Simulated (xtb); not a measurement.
xtb input for Al(Br)(NH2)(NMe2) (C2H8AlBrN2), SMILES C[N](C)[Al]([Br])[NH2], GFN2-xTB. 

```
$ xtb mol.xyz --gfn 2 --sp --chrg 0 --uhf 0 --json
$ cat mol.xyz
14

Al    -0.08690630     0.61303583    -0.30994737
Br    -0.82970894    -1.49706780    -0.55240091
N     -0.67954428     1.82684798    -1.45681957
H     -1.32455868     1.61666183    -2.20902155
H     -0.46263825     2.81264892    -1.49028577
N      1.06208886     0.94347304     1.02636961
C      1.53806304    -0.00862643     2.01628518
C      1.62453969     2.26554660     1.22239029
H      2.62921633    -0.10598421     1.97189451
H      1.26521000     0.31135510     3.02892053
H      1.09466770    -0.98852459     1.83092645
H      1.35844431     2.66746023     2.20708623
H      2.71833921     2.24423609     1.14897629
H      1.23748609     2.93628544     0.45594772
```

Output:

```
[banner left out]
          |                Calculation Setup                |
           -------------------------------------------------



           -------------------------------------------------
          |                 G F N 2 - x T B                 |
           -------------------------------------------------

        Reference                      10.1021/acs.jctc.8b01176
      * Hamiltonian:
        H0-scaling (s, p, d)           1.850000    2.230000    2.230000
        zeta-weighting                 0.500000
      * Dispersion:
        s8                             2.700000
        a1                             0.520000
        a2                             5.000000
        s9                             5.000000
      * Repulsion:
        kExp                           1.500000    1.000000
        rExp                           1.000000
      * Coulomb:
        alpha                          2.000000
        third order                    shell-resolved
        anisotropic                    true
        a3                             3.000000
        a5                             4.000000
        cn-shift                       1.200000
        cn-exp                         4.000000
        max-rad                        5.000000


          ...................................................
          :                      SETUP                      :
          :.................................................:
          :  # basis functions                  44          :
          :  # atomic orbitals                  42          :
          :  # shells                           22          :
          :  # electrons                        36          :
          :  max. iterations                   250          :
          :  Hamiltonian                  GFN2-xTB          :
          :  restarted?                      false          :
          :  GBSA solvation                  false          :
          :  PC potential                    false          :
          :  electronic temp.          300.0000000     K    :
          :  accuracy                    1.0000000          :
          :  -> integral cutoff          0.2500000E+02      :
          :  -> integral neglect         0.1000000E-07      :
          :  -> SCF convergence          0.1000000E-05 Eh   :
          :  -> wf. convergence          0.1000000E-03 e    :
          :  Broyden damping             0.4000000          :
          :  net charge                          0          :
          :  unpaired electrons                  0          :
          ...................................................

 iter      E             dE          RMSdq      gap      omega  full diag
   1    -19.5801012 -0.195801E+02  0.986E+00    3.66       0.0  T
   2    -19.6326813 -0.525801E-01  0.523E+00    3.85       1.0  T
   3    -19.6515570 -0.188757E-01  0.348E+00    3.18       1.0  T
   4    -19.6588016 -0.724459E-02  0.125E+00    2.93       1.0  T
   5    -19.6582864  0.515231E-03  0.662E-01    3.30       1.0  T
   6    -19.6616801 -0.339366E-02  0.404E-01    3.12       1.0  T
   7    -19.6617047 -0.246123E-04  0.323E-01    3.06       1.0  T
   8    -19.6617732 -0.684753E-04  0.214E-01    3.18       1.0  T
   9    -19.6619218 -0.148657E-03  0.175E-01    3.10       1.0  T
  10    -19.6619901 -0.682635E-04  0.649E-02    3.10       1.0  T
  11    -19.6620162 -0.260981E-04  0.215E-02    3.12       1.2  T
  12    -19.6620153  0.828304E-06  0.109E-02    3.12       2.4  T
  13    -19.6620164 -0.100620E-05  0.333E-03    3.12       8.0  T
  14    -19.6620164 -0.154325E-07  0.575E-04    3.12      46.5  T
  15    -19.6620164 -0.321599E-09  0.269E-04    3.12      99.3  T

   *** convergence criteria satisfied after 15 iterations ***

         #    Occupation            Energy/Eh            Energy/eV
      -------------------------------------------------------------
         1        2.0000           -0.8230522             -22.3964
       ...           ...                  ...                  ...
        12        2.0000           -0.4594701             -12.5028
        13        2.0000           -0.4377101             -11.9107
        14        2.0000           -0.4221872             -11.4883
        15        2.0000           -0.4201815             -11.4337
        16        2.0000           -0.4175254             -11.3614
        17        2.0000           -0.4013967             -10.9226
        18        2.0000           -0.3568249              -9.7097 (HOMO)
        19                         -0.2421264              -6.5886 (LUMO)
        20                         -0.1368126              -3.7229
        21                         -0.0751115              -2.0439
        22                         -0.0636707              -1.7326
        23                         -0.0297769              -0.8103
       ...                                ...                  ...
        42                          1.8333624              49.8883
      -------------------------------------------------------------
                  HL-Gap            0.1146985 Eh            3.1211 eV
             Fermi-level           -0.2994757 Eh           -8.1491 eV

 SCC (total)                   0 d,  0 h,  0 min,  0.011 sec
 SCC setup                      ...        0 min,  0.000 sec (  0.669%)
 Dispersion                     ...        0 min,  0.000 sec (  0.456%)
 classical contributions        ...        0 min,  0.000 sec (  0.211%)
 integral evaluation            ...        0 min,  0.002 sec ( 14.997%)
 iterations                     ...        0 min,  0.006 sec ( 55.680%)
 molecular gradient             ...        0 min,  0.003 sec ( 27.154%)
 printout                       ...        0 min,  0.000 sec (  0.704%)

         :::::::::::::::::::::::::::::::::::::::::::::::::::::
         ::                     SUMMARY                     ::
         :::::::::::::::::::::::::::::::::::::::::::::::::::::
         :: total energy             -19.461422484916 Eh    ::
         :: gradient norm              0.000222186758 Eh/a0 ::
         :: HOMO-LUMO gap              3.121105490288 eV    ::
         ::.................................................::
         :: SCC energy               -19.661980953885 Eh    ::
         :: -> isotropic ES            0.058099389296 Eh    ::
         :: -> anisotropic ES          0.002316981275 Eh    ::
         :: -> anisotropic XC         -0.002345217258 Eh    ::
         :: -> dispersion             -0.008985604266 Eh    ::
         :: repulsion energy           0.200558468969 Eh    ::
         :: add. restraining           0.000000000000 Eh    ::
         :: total charge               0.000000000000 e     ::
         :::::::::::::::::::::::::::::::::::::::::::::::::::::

           -------------------------------------------------
          |                Property Printout                |
           -------------------------------------------------

    * Orbital Energies and Occupations

         #    Occupation            Energy/Eh            Energy/eV
      -------------------------------------------------------------
         1        2.0000           -0.8230522             -22.3964
       ...           ...                  ...                  ...
         6        2.0000           -0.5299615             -14.4210
         7        2.0000           -0.5221030             -14.2071
         8        2.0000           -0.5152267             -14.0200
         9        2.0000           -0.5116107             -13.9216
        10        2.0000           -0.4898412             -13.3293
        11        2.0000           -0.4761958             -12.9579
        12        2.0000           -0.4594701             -12.5028
        13        2.0000           -0.4377101             -11.9107
        14        2.0000           -0.4221872             -11.4883
        15        2.0000           -0.4201815             -11.4337
        16        2.0000           -0.4175254             -11.3614
        17        2.0000           -0.4013967             -10.9226
        18        2.0000           -0.3568249              -9.7097 (HOMO)
        19                         -0.2421264              -6.5886 (LUMO)
        20                         -0.1368126              -3.7229
        21                         -0.0751115              -2.0439
        22                         -0.0636707              -1.7326
        23                         -0.0297769              -0.8103
        24                         -0.0108873              -0.2963
        25                          0.0229527               0.6246
        26                          0.0538799               1.4661
        27                          0.0654276               1.7804
        28                          0.0813177               2.2128
        29                          0.0897567               2.4424
       ...                                ...                  ...
        42                          1.8333624              49.8883
      -------------------------------------------------------------
                  HL-Gap            0.1146985 Eh            3.1211 eV
             Fermi-level           -0.2994757 Eh           -8.1491 eV

     #   Z          covCN         q      C6AA      α(0)
     1  13 Al       2.474     0.354    96.727    20.274
     2  35 Br       0.793    -0.210   190.492    22.252
     3   7 N        2.504    -0.410    30.707     8.229
     4   1 H        0.861     0.181     1.206     1.720
     5   1 H        0.861     0.167     1.289     1.779
     6   7 N        2.598    -0.246    26.432     7.636
     7   6 C        3.733    -0.021    21.043     6.548
     8   6 C        3.767    -0.022    20.998     6.531
     9   1 H        0.924     0.029     2.601     2.522
    10   1 H        0.924     0.028     2.610     2.526
    11   1 H        0.924     0.058     2.222     2.331
    12   1 H        0.924     0.027     2.630     2.536
    13   1 H        0.924     0.027     2.628     2.535
    14   1 H        0.925     0.037     2.487     2.466

 Mol. C6AA /au·bohr⁶  :       2998.795369
 Mol. C8AA /au·bohr⁸  :     117320.799875
 Mol. α(0) /au        :         89.886250


Wiberg/Mayer (AO) data.
largest (>0.10) Wiberg bond orders for each atom

 ---------------------------------------------------------------------------
     #   Z sym  total        # sym  WBO       # sym  WBO       # sym  WBO
 ---------------------------------------------------------------------------
     1  13 Al   3.901 --     3 N    1.298     2 Br   1.202     6 N    1.189
     2  35 Br   1.328 --     1 Al   1.202
     3   7 N    3.244 --     1 Al   1.298     5 H    0.925     4 H    0.917
     4   1 H    0.965 --     3 N    0.917
     5   1 H    0.972 --     3 N    0.925
     6   7 N    3.338 --     1 Al   1.189     8 C    1.010     7 C    1.005
     7   6 C    3.984 --     6 N    1.005     9 H    0.977    10 H    0.977
                            11 H    0.964
     8   6 C    3.989 --     6 N    1.010    12 H    0.977    13 H    0.977
                            14 H    0.975
     9   1 H    0.999 --     7 C    0.977
    10   1 H    0.999 --     7 C    0.977
    11   1 H    0.996 --     7 C    0.964
    12   1 H    0.999 --     8 C    0.977
    13   1 H    0.999 --     8 C    0.977
    14   1 H    0.999 --     8 C    0.975
 ---------------------------------------------------------------------------

Topologies differ in total number of bonds
Writing topology from bond orders to xtbtopo.mol

molecular dipole:
                 x           y           z       tot (Debye)
 q only:        0.203       0.861      -0.021
   full:        0.578       1.976       0.081       5.237
molecular quadrupole (traceless):
                xx          xy          yy          xz          yz          zz
Note: The following floating-point exceptions are signalling: IEEE_UNDERFLOW_FLAG IEEE_DENORMAL
normal termination of xtb
 q only:       -1.196      -1.954      -0.076       1.808      -3.228       1.272
  q+dip:        0.039      -5.895      -4.753       2.457      -5.944       4.714
   full:        0.669      -5.557      -4.838       0.735      -4.976       4.169


           -------------------------------------------------
          | TOTAL ENERGY              -19.461422484916 Eh   |
          | GRADIENT NORM               0.000222186758 Eh/α |
          | HOMO-LUMO GAP               3.121105490288 eV   |
           -------------------------------------------------

------------------------------------------------------------------------
------------------------------------------------------------------------
 total:
 SCF:
```

The calculation finished and met its thresholds.
